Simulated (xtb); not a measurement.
Job for xtb: GFN2-xTB on C2H4F2 (SMILES FCCF).

```
$ xtb mol.xyz --gfn 2 --sp --chrg 0 --uhf 0
8

F      1.45333014    -1.02167328     0.12598800
C      0.73860672     0.16051574    -0.05122841
C     -0.73860621    -0.16050876     0.05126884
F     -1.45334337     1.02160353    -0.12639357
H      1.04071428     0.86613803     0.72457381
H      0.98344831     0.56797936    -1.03360687
H     -1.04058587    -0.86639120    -0.72434652
H     -0.98356398    -0.56766342     1.03374473
```

### Question
Give the final energy of this run.

### Answer
-15.7781 hartree.
